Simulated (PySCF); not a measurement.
Exercise with solution: oscillator strength and radiative lifetime

pentalene (C8H6), SMILES C1=CC2=CC=CC2=C1.

Geometry optimised at ωB97X-D3(BJ)/def2-SVP.

TDA-PBE/def2-SVPD (PySCF) puts the first singlet state with f over 0.02 at 3.85 eV (vertical), with the transition dipole (0.209, -1.036, 0.000) in atomic units.

Q: Find the oscillator strength, the wavelength and the radiative lifetime that this transition would have in vacuum if emission retraced absorption.

A: 
|μ|² = 1.1170 au, so |μ| = 2.69 D. ΔE = 3.85/27.211 = 0.1415 hartree. f = (2/3) ΔE |μ|² = 0.105 (the program prints 0.105).
λ = 1239.84/3.85 = 322 nm; ν = 31052 cm⁻¹.
Einstein's coefficient A = 0.6670 ν² f s⁻¹ (ν in cm⁻¹) = 6.8e7 s⁻¹, so τ = 1/A = 15 ns. This state is S2; the lower singlet has f = 0.000. The figure is the radiative limit of this one transition; relaxation, internal conversion, crossing to triplets and a medium change what is measured.
